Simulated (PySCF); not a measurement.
C₄H₈OS. Atoms are numbered in the order given.

```xyz
14

C      2.3199    -0.1780    -0.4030
C      0.9762     0.4910    -0.2416
O      0.0000     0.0000    -1.1544
C     -0.9762    -0.4910    -0.2416
C     -2.3199     0.1780    -0.4030
S      0.0000     0.0000     1.2683
H      3.0303     0.1972     0.3506
H      2.2246    -1.2678    -0.2916
H      2.7250     0.0461    -1.4041
H      1.0691     1.5893    -0.3164
H     -1.0691    -1.5893    -0.3164
H     -2.2246     1.2678    -0.2916
H     -3.0303    -0.1972     0.3506
H     -2.7250    -0.0461    -1.4041
```
Charge 0, spin multiplicity 1.

The structure is a stationary point at B3LYP-D3(BJ)/def2-SVP. The structure was generated by enumeration; whether it is a known compound was not checked.

These are SMD-PBE0/6-31G* in PySCF values and carry that method's errors.

Solvation free energies are E(SMD) − E(gas) at the gas-phase geometry, for 1 M in both phases. In vacuum the dipole moment is 0.46 D.

| solvent | ΔG(solv) (kcal/mol) | its non-electrostatic (CDS) part | dipole (D) |
|---|---|---|---|
| water | -3.0 | 2.4 | 0.53 |
| 1-octanol | -5.4 | -1.0 | 0.56 |
| N,N-dimethylformamide | -5.5 | -1.7 | 0.72 |
